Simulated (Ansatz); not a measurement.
Stretching the Si1–Cl3 bond in ClFSi (SMILES F[Si]Cl) (multiplicity 1 held, fragments rigid). Energies count from the point at 2.097 Å.
Geometry at that point (charge 0, multiplicity 1):
| atom | x (Å) | y (Å) | z (Å) |
|---|---|---|---|
| Si | 0.3476 | 0.2675 | 0.7820 |
| F | 0.9504 | 1.3420 | -0.2547 |
| Cl | -0.7894 | -0.9308 | -0.5091 |

Unrestricted levels (U-) break spin symmetry where that is lower. Active spaces are followed from a long bond inwards. Levels need not reach the same state.

Frozen-core correlation.

Codes used: Ansatz (Gaussian orbitals). 

Predict the energy at R = 6.709 Å from FIC-MRCISD+Q on CASSCF(6,4)/cc-pV(D+d)Z.

97.8 kcal/mol

What is the computed energy at R = 6.709 Å (U-CCSD/cc-pV(D+d)Z)?

96.9 kcal/mol

Doubts at one or more of the structures used: a spin-contaminated determinant (U-CCSD/cc-pV(D+d)Z); active orbitals that take no part (FIC-MRCISD+Q on CASSCF(6,4)/cc-pV(D+d)Z).

Ansatz is an electronic-structure program.
